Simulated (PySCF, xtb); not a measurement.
CH4Se2, SMILES C[Se][SeH]. One conformer was computed; it need not be the lowest.

Harmonic wavenumbers (cm⁻¹) from GFN2-xTB (xtb) at its own minimum, in rising order: 116, 159, 228, 274, 546, 654, 861, 875, 1280, 1428, 1431, 1937, 3012, 3023, 3038.

Task: What does PBE-D3(BJ)/def2-SVP (PySCF 2.14.0) give at its own minimum? (The exact figures need the calculation; the answer reports its results.)

Result: 129, 166, 274, 280, 568, 705, 864, 873, 1233, 1373, 1393, 2288, 2982, 3096, 3117. Paired by order, the mean absolute difference is 55 cm⁻¹ and the zero-point energies are 27.0 and 27.7 kcal/mol.
